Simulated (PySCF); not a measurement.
**Bond energies at PBE0/def2-TZVPP beside a composite method**

PySCF, lowest determinants of a PBE0 search. The composite is CCSD(T) extrapolated to the basis-set limit from two correlation-consistent sets, with core-valence (CV) and scalar-relativistic (SR) terms as its label shows; it has no spin–orbit coupling and nothing beyond (T).

| species | state (unpaired electrons) | De PBE0 (eV) | De composite (eV) | composite | dissociates to |
| --- | --- | --- | --- | --- | --- |
| GaBr | singlet (closed shell) | 4.39 | 4.35 | CCSD(T)/CBS(DT)+CV | Ga + Br |
| Se2 | triplet (π ↑↑) | 3.72 | 3.55 | CCSD(T)/CBS(TQ) | Se + Se |
| AlCl | singlet (closed shell) | 5.16 | 5.32 | CCSD(T)/CBS(TQ)+CV+SR | Al + Cl |
| RbF | singlet (closed shell) | 4.62 | 5.09 | CCSD(T)/CBS(DT)+CV | Rb + F |
| HF | singlet (closed shell) | 5.90 | 6.16 | CCSD(T)/CBS(TQ)+CV+SR | H + F |
| MnH | septet (σ ↑↑, π ↑↑, δ ↑↑) | 1.86 | 1.66 | CCSD(T)/CBS(TQ)+CV+SR | Mn (3d5 4s2) + H |
| GeB | quartet (σ ↑, π ↑↑) | 3.28 | 2.99 | CCSD(T)/CBS(DT)+CV | Ge + B |
| BH | singlet (closed shell) | 3.49 | 3.69 | CCSD(T)/CBS(TQ)+CV+SR | B + H |

Question: Does PBE0 bind more or less than the composite, by how much on average, and where is the difference largest?

Answer: PBE0/def2-TZVPP binds less on average, method and basis taken together: the mean signed difference is -0.05 eV and the mean absolute one 0.22 eV; it is largest for RbF (-0.47 eV).

The molecules are drawn from runs that passed checks on state, spin purity and fit, so the hardest cases are missing and the errors look smaller than over all diatomics.

Correlated steps freeze the inner cores (1 to 18 orbitals); shallow outer-core shells are correlated. The metal atom is held in its measured ground configuration; semilocal functionals can put another filling of s and d lower by some tenths of an eV, and De to that atom would be smaller. Where the molecule has an RHF reference, its open-shell atoms are computed with UHF. States were picked by a PBE0 search and need not be the measured ground states.
